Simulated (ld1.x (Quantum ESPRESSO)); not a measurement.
Cutoff test, Sb (Z = 51), TM

* Element: Sb (Z = 51)
* Generator: ld1.x (Quantum ESPRESSO) 7.5
* Type: norm-conserving Troullier–Martins (Kleinman–Bylander form)
* Functional: PBE
* Relativity: scalar-relativistic
* Frozen core: [Kr] 4d10
* Valence charge: 5
* Reference configuration: 5s2 5p2.5 (charge +0.5)
* Partial waves: 5s (bound): rc 1.40 bohr; 5p (bound): rc 2.30 bohr; 5d channel at 0.45 Ry: rc 2.45 bohr
* Local potential: all-electron potential smoothed inside 1.25 bohr (lloc = -2)
* Core correction: Bessel-smoothed model core inside 1.20 bohr

The pseudo-atom Hamiltonian at the reference potential is diagonalised in spherical Bessel functions j_l(qr) that vanish at 20 bohr, with q² up to the cutoff. All-electron valence levels (Ry): 5s -1.2193, 5p -0.6081.

**Question.** How do the lowest levels (Ry) of each channel move with the cutoff, and are there ghosts?

**Answer.**

| cutoff (Ry) | s #1 | s #2 | p #1 | d #1 | f #1 | Σ f·Δε (mRy) |
| --- | --- | --- | --- | --- | --- | --- |
| 8 | -1.1841 | -0.1674 | -0.6005 | -0.0776 | 0.0310 | 89.2 |
| 21 | -2.0220 | -0.8986 | -0.6079 | -0.0778 | 0.0310 | 642.0 |
| 45 | -3.2217 | -1.2151 | -0.6081 | -0.0779 | 0.0310 | 8.4 |
| 70 | -3.2292 | -1.2162 | -0.6081 | -0.0779 | 0.0310 | 6.1 |
| 120 | -3.2338 | -1.2183 | -0.6081 | -0.0779 | 0.0310 | 1.9 |
| 230 | -3.2361 | -1.2191 | -0.6081 | -0.0779 | 0.0310 | 0.2 |
| 400 | -3.2363 | -1.2192 | -0.6081 | -0.0779 | 0.0310 | 0.0 |

Result: ghost state, extra bound levels that the all-electron valence spectrum of the same l lacks: s at -44.0 eV (a true bound ghost makes a file unfit for plane-wave use); 10 mRy is reached at 45 Ry and 1 mRy at 180 Ry.

Its largest configuration-test error is -557 meV.
